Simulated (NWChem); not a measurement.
System: CH$_{5}$F$_{2}$NSi; SMILES CN[SiH](F)F

```xyz
10

Si    -0.0062     0.5361    -0.3462
F      0.9351     1.6735     0.3420
F     -1.5086     0.5828     0.2866
N      0.6829    -0.9808     0.0348
C     -0.0112    -2.2580     0.0573
H     -0.1657     0.9232    -1.7768
H      1.6843    -1.0206     0.2346
H     -1.1018    -2.0903    -0.0437
H      0.1397    -2.7933     1.0203
H      0.3002    -2.9433    -0.7640
```
Atoms are numbered in this order, from 1.

Structure relaxed at the PBE-D3(BJ)/def2-SVP level.

 Unshifted, non-relativistic core excitations; the lowest 4 roots alone, so stronger bands may lie above.

### Question
List the first Si K-edge excitations from BHandHLYP/6-311G** (spherical d), restricted-window TDA (NWChem).

### Answer
```
state  energy (eV)  dipole oscillator strength           leading excitation (squared amplitude)
-----  -----------  --------------------------  -----------------------------------------------
S1          1825.8                      0.0068    1s of atom 1 or its equivalents → LUMO (0.54)
S2          1826.5                      0.0047  1s of atom 1 or its equivalents → LUMO+2 (0.75)
S3          1826.9                      0.0016  1s of atom 1 or its equivalents → LUMO+1 (0.32)
S4          1828.3                      0.0054  1s of atom 1 or its equivalents → LUMO+1 (0.21)
```
